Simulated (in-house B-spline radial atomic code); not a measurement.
**Ionising Ba VI (Ba5+) with different functionals**

Computed with a radial B-spline atomic code at the basis-set limit: scalar-relativistic (spin-free X2C) Hamiltonian, Fermi nucleus of rms radius 4.8378 fm, spin-polarised at highest spin, spherical fractional occupations for the functionals, and exact exchange of hybrids averaged over the configuration. The ionisation energy is the difference of two self-consistent energies, [Kr] 4d10 5s2 5p3 → [Kr] 4d10 5s2 5p2, without Breit or QED terms; ε is the level of the shell that loses the electron (its least bound occupied spin orbital). There is no spin-orbit coupling in this Hamiltonian.

```json
{"method": "PBE0", "rung": "global hybrid", "ΔSCF (eV)": "74.04", "-ε(5p) (eV)": "69.46"}
{"method": "B3LYP", "rung": "global hybrid", "ΔSCF (eV)": "73.92", "-ε(5p) (eV)": "68.95"}
{"method": "TPSSh", "rung": "global hybrid", "ΔSCF (eV)": "74.04", "-ε(5p) (eV)": "68.52"}
{"method": "BHandHLYP", "rung": "global hybrid", "ΔSCF (eV)": "73.90", "-ε(5p) (eV)": "70.90"}
{"method": "r2SCAN0", "rung": "global hybrid", "ΔSCF (eV)": "?", "-ε(5p) (eV)": "?"}
{"method": "B97-1", "rung": "global hybrid", "ΔSCF (eV)": "73.88", "-ε(5p) (eV)": "69.04"}
{"method": "HSE06", "rung": "range-separated hybrid", "ΔSCF (eV)": "?", "-ε(5p) (eV)": "?"}
{"method": "wB97X", "rung": "range-separated hybrid", "ΔSCF (eV)": "73.65", "-ε(5p) (eV)": "71.77"}
{"method": "CAM-B3LYP", "rung": "range-separated hybrid", "ΔSCF (eV)": "73.91", "-ε(5p) (eV)": "70.77"}
{"method": "LC-wPBE", "rung": "range-separated hybrid", "ΔSCF (eV)": "74.01", "-ε(5p) (eV)": "72.44"}
```

**Question.** What does HSE06 give?

**Answer.** ΔSCF 73.96 eV, and -ε(5p) = 68.97 eV.

**Question.** What does r2SCAN0 give?

**Answer.** ΔSCF 74.42 eV, and -ε(5p) = 69.90 eV.

**Question.** Among the functionals, which spreads more, the ΔSCF values or the orbital energies?

**Answer.** The orbital energies: ΔSCF values span about 0.77 eV and the orbital energies 3.92 eV; here energy differences depend much less on the functional than eigenvalues do.

**Question.** How do they compare with the NIST value?

**Answer.** NIST lists 71 eV ± 2 (tabulated theory, ground level to ground level). Errors run from +2.65 to +3.42 eV; all lie within about twice that uncertainty, so the table can't rank the methods.
